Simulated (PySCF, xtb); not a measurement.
Te(F)(SiH3) (FH3SiTe), SMILES F[Te][SiH3].

GFN2-xTB in xtb at its own geometry gives an orbital gap of 2.79 eV and a dipole moment of 3.71 D.

Coordinates come from a B3LYP-D3(BJ)/def2-SVP optimisation. The def2 effective core potentials stand for the cores of Te; spin–orbit coupling is left out.

Q: What does PBE0/def2-TZVPD run with PySCF give? (An estimate is asked for; the answer gives what the named calculation found.)

A: gap 3.88 eV (levels -6.68 and -2.80 eV), dipole 2.49 D.
